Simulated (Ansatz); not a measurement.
Saddle point of AlN2H9O, singlet (AlH₃O ([OH][AlH2]) + NH₃ + NH₃ → AlNH₄ ([NH2][AlH2]) + H₂O + NH₃ (still joined by a long Al–O bond); bonds formed: O2–H7, H5–N8; bonds broken: H5–N6, H7–N8; bonds weakened to dative contacts: Al1–O2), PBE0-D4/def2-TZVP structure:

Al1  (-1.187, 0.224, -1.018)
O2  (0.374, -0.789, -1.219)
H3  (-1.152, 1.384, -2.122)
H4  (-2.370, -0.865, -1.053)
H5  (0.703, 0.251, 1.106)
N6  (-0.884, 0.924, 0.706)
H7  (1.079, -0.736, -0.226)
N8  (1.542, -0.372, 0.891)
H9  (0.294, -1.647, -1.638)
H10  (-0.885, 1.937, 0.743)
H11  (-1.553, 0.618, 1.403)
H12  (1.644, -1.099, 1.587)
H13  (2.396, 0.168, 0.840)
(Å)

Energies are electronic, without zero-point energy. Barriers and step energies count from the start structure reached by relaxing down the imaginary mode; all methods use the PBE0-D4 structures, on which another method's saddle can fall below an end. Ansatz 0.2.0; basis: def2-TZVPP, with def2-QZVPP for the basis limit; cores frozen in the correlated methods. B3LYP uses VWN-RPA correlation. Extrapolation: Hartree–Fock as exp(−7.88 √X), correlation as X^−2.97.

```tsv
method	barrier (kcal/mol)	step energy (kcal/mol)
SPW92	7.86	10.01
PBE-D4	13.51	13.42
BLYP-D4	15.78	14.89
r2SCAN-D4	15.09	14.71
B97M-V	19.16	16.85
PBE0-D4	?	14.61
B3LYP-D4	?	15.68
r2SCAN0-D4	16.48	15.37
BHLYP-D4	19.79	17.20
CAM-B3LYP-D4	17.24	15.72
wB97X-V	18.00	16.13
wB97M-V	18.02	15.79
B2PLYP	18.06	16.21
PBE-QIDH	?	15.70
RPA on PBE	18.86	16.59
HF	26.62	20.95
MP2	17.68	16.06
CCSD	20.11	17.25
CCSD(T)	18.72	16.43
```

Fill in the withheld barriers. (An estimate is asked for; the value comes from the calculation.)

By the calculation: PBE-QIDH 17.23; B3LYP-D4 17.17; PBE0-D4 15.54 kcal/mol. Each is the energy of the saddle less that of the start structure, by the same method.

For comparison, the barrier by CCSD(T) at an estimated basis limit (MP2 extrapolated from triple and quadruple zeta, plus CCSD(T) − MP2 in triple zeta) is 18.81 kcal/mol.

The T1 diagnostic stays at or below 0.010.

Labels in which every atom is bracketed show which atoms are joined, not bond orders.

For scale, one of the runs: CCSD(T)/def2-TZVPP, 261 basis functions, launched by `ansatz run in.yaml --threads 4 --pin off --events-out ev --progress --plain --max-ram 9574MiB`. Time: 2.4 min of wall clock on 4 CPU threads of an Arm Neoverse V2; the host was shared. Peak host memory: 6.3 GiB.
